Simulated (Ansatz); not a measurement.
CBr3, SMILES Br[C](Br)Br, multiplicity 2.

Coordinates come from a PBE-D3(BJ)/def2-SVP optimisation. The isomer is the one that the SMILES or the coordinates give; other isomers of the formula were not compared.

Two levels are set side by side: PBE/def2-SVPD (Ansatz, a quantum-chemistry and plane-wave program) and PBE0/def2-SVPD (Ansatz). Energy differences of separate SCF runs at the same geometry; the states with an electron removed or added have multiplicity 1 and 1. Differences are taken from unrounded values.

```
quantity                         PBE0
-------------------------------  ----
vertical ionisation energy (eV)  8.49
vertical electron affinity (eV)  1.18
```

Question: What does PBE give, and how far is it from PBE0? (Estimate from the structure and the level; the computed values follow.)

Answer: 
```json
[
 {"quantity": "vertical ionisation energy (eV)", "PBE": "8.07", "PBE minus PBE0": "-0.42"},
 {"quantity": "vertical electron affinity (eV)", "PBE": "1.12", "PBE minus PBE0": "-0.06"}
]
```
